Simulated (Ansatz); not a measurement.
Q: Name a neutral molecule of B, C, Cl, N and H with size of the dipole moment (B3LYP/def2-TZVPP) between 2.60 and 2.90 D and HOMO–LUMO gap (ωB97M-V/def2-TZVPP) between 11.70 and 12.00 eV (Ansatz, PBE0-D4/def2-TZVP geometry).

A: `CB(N)CCl` (2.88 D, 11.93 eV). Other molecules can fit too; these were computed, each in one conformer that needn't be the lowest.

B3LYP here is the variant with VWN-RPA as its local correlation; programs differ in this.
